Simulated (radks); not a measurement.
Trend from Mg to Ar: ionisation energy by Delta-SCF between NIST ground configurations, and size. All-electron calculation, scalar-relativistic Kohn-Sham, PBE, spin-polarised, spherical densities, point nucleus; open shells are filled with parallel spins first. Program: a radial shooting solver on a logarithmic mesh with Libxc functionals.

species  configuration  configuration of the ion  IE (eV)  NIST (eV)  kind  outermost  <r> outermost (bohr)  r at 0.001 e/bohr^3 (bohr)
Mg            [Ne] 3s2                  [Ne] 3s1    7.623      7.646  exp.         3s                  3.15                        4.52
Al        [Ne] 3s2 3p1                  [Ne] 3s2    5.954      5.986  exp.         3p                  3.40                        4.54
Si        [Ne] 3s2 3p2              [Ne] 3s2 3p1    8.264      8.152  exp.         3p                  2.75                        4.41
P         [Ne] 3s2 3p3              [Ne] 3s2 3p2   10.538     10.487  exp.         3p                  2.33                        4.22
S         [Ne] 3s2 3p4              [Ne] 3s2 3p3   10.230     10.360  exp.         3p                  2.12                        4.07
Cl        [Ne] 3s2 3p5              [Ne] 3s2 3p4   13.047     12.968  exp.         3p                  1.86                        3.91
Ar                [Ar]              [Ne] 3s2 3p5   15.795     15.760  exp.         3p                  1.66                        3.75

Reference values: NIST Atomic Spectra Database (exp. = measured, semi-emp. = semi-empirical, theory = theoretical value adopted there). Open shells are spherical and high-spin; term and fine-structure splittings are not resolved.
